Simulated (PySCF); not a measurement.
Br2NbO, neutral, multiplicity 2. Atoms are numbered in the order given.

```xyz
4

Nb     0.0000     0.0000    -0.5082
O      0.0000     0.0000    -2.1975
Br     0.0000    -2.2264     0.5488
Br     0.0000     2.2264     0.5488
```
Charge 0, spin multiplicity 2.

Coordinates come from a B3LYP-D3(BJ)/def2-SVP optimisation. The spin state was assumed, not searched. The def2 effective core potentials stand for the cores of Nb; spin–orbit coupling is left out.

Calculation: TDA-PBE/def2-SVPD in PySCF 2.14.0.

Vertical excitations. Gas-phase values at a fixed geometry.

Computed lowest excited states:
```tsv
state	energy (eV)	λ (nm)	f	main pairs
root 1	0.84	1482	0.000	α HOMO→LUMO 100 %
root 2	2.25	551	0.005	α HOMO→LUMO+1 99 %
root 3	3.01	413	0.000	α HOMO−1→LUMO 98 %
root 4	3.18	390	0.000	α HOMO−2→LUMO 97 %
root 5	3.33	372	0.006	α HOMO−3→LUMO 68 %, β HOMO−2→LUMO 30 %
root 6	3.41	364	0.000	β HOMO→LUMO 97 %
root 7	3.43	362	0.001	α HOMO→LUMO+2 99 %
root 8	3.45	360	0.003	α HOMO−4→LUMO 55 %, β HOMO−3→LUMO 35 %
root 9	3.55	349	0.000	β HOMO−1→LUMO 97 %
root 10	3.57	347	0.001	β HOMO→LUMO+1 97 %
```
Unrestricted roots are not spin-pure.
